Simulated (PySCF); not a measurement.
Here is a computed PBE0-D3(BJ)/def2-SVP geometry (Å):
```
C 
B   1  1.5690
O   2  1.3468  1  125.14
Cl  2  1.7740  1  119.47  3  -179.39
H   1  1.1012  2  110.48  3  -127.63
H   1  1.1010  2  114.03  3    -5.09
H   1  1.1026  2  109.38  3   116.07
H   3  0.9628  2  112.54  1     1.05
```
Z-matrix in Å and degrees, rows numbered from 1.

Charge 0, singlet.

(1) Which heavy atoms are bonded, and with what formal order?

(2) Write the SMILES.

(3) Describe the place of each heavy atom.

(4) What is the arrangement about O3?

(5) What is the arrangement about C1?

Answers

(1) C1–B2 (single); B2–O3 (single); B2–Cl4 (single). Hydrogens: H5, H6, H7 on C1; H8 on O3.

(2) `CB(O)Cl`, CH4BClO.

(3) C1: sp3 carbon bound to boron; B2: three-coordinate boron; O3: boron-bound oxygen; Cl4: chlorine bonded to B.

(4) It has 2 neighbours (B2, H8) and is bent (angle 112.5°).

(5) It has 4 neighbours (B2, H5, H6, H7) and is distorted tetrahedral (angles from 106.0° to 114.0°).
